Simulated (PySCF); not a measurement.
LiCa and its ions

ROHF-CCSD(T); basis Li aug-pcseg-1, Ca aug-pcseg-1; no relativity; PySCF 2.14. Neutral (ROHF): doublet (σ ↑), Re = 3.455 Å, ωe = 184 cm⁻¹, De = 0.24 eV.

LiCa⁻ (RHF): singlet (closed shell), Re = 3.746 Å, ωe = 152 cm⁻¹, De = 0.51 eV to Li⁻ + Ca. The energies at the minima are -684.26262 hartree for LiCa and -684.29406 for LiCa⁻.

(1) Work out the adiabatic electron affinity, without and with harmonic zero-point energies (1 hartree = 27.2114 eV, 1 eV = 8065.5 cm⁻¹), and the change of the bond length.

Correlated steps freeze 5 core orbitals. Weak bonds: LiCa. Basis-set superposition, not corrected here, can be much of De in a small basis, most of all at correlated wavefunction levels. For an ion De counts to the pair picked by the measured ionisation energies or electron affinities, which need not be the lowest pair at this level. The CCSD T1 diagnostic is raised in LiCa⁻, a sign that a single reference may not be enough there. States were picked by a PBE0 search and need not be the measured ground states.

## Answers

(1) At CCSD(T): 0.03144 hartree = 0.856 eV between the minima; the zero-point term (184.0 − 152.0)/2 cm⁻¹ = +0.002 eV makes it 0.858 eV. Re changes by +29.1 pm against the neutral. The electron enters a σ orbital; the charge polarises the partner, so the anion is bound more strongly.
